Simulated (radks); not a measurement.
Species: Sb19+. Configuration: [Ar] 3d10 4s2 4p2. All-electron calculation, scalar-relativistic Kohn-Sham, PBE, spin-polarised, spherical densities, finite nucleus; open shells are filled with parallel spins first (spin-orbit coupling, left out, can overturn this in heavy ions); Fermi nuclear charge, rms radius 4.6802 fm. Program: a radial shooting solver on a logarithmic mesh with Libxc functionals.

Unscreened Slater integrals over Kohn-Sham orbitals (hartree). They are taken over the spin-up orbitals.

integral,value
"F0(4p,4p)",1.2321
"F2(4p,4p)",0.65028
"F0(4p,4s)",1.2515
"G1(4p,4s)",0.85441
"F0(4p,3d)",1.5668
"F2(4p,3d)",0.43103
"G1(4p,3d)",0.14246
"G3(4p,3d)",0.14177
"F0(4p,3p)",1.5472
"F2(4p,3p)",0.45604
"G0(4p,3p)",0.12230
"G2(4p,3p)",0.14796
"F0(4s,4s)",1.2724
"F0(4s,3d)",1.6022
"G2(4s,3d)",0.14733
"F0(4s,3p)",1.5821
"G1(4s,3p)",0.15133
"F0(3d,3d)",3.0314
"F2(3d,3d)",1.5247
"F4(3d,3d)",0.97609
"F0(3d,3p)",2.8695
"F2(3d,3p)",1.3878
"G1(3d,3p)",1.5699
"G3(3d,3p)",1.0176
"F0(3p,3p)",2.7729
"F2(3p,3p)",1.3976

Derived for the open shells (J is the average intra-shell exchange parameter used in DFT+U). 4p: J = F2/5 = 0.1301 hartree.
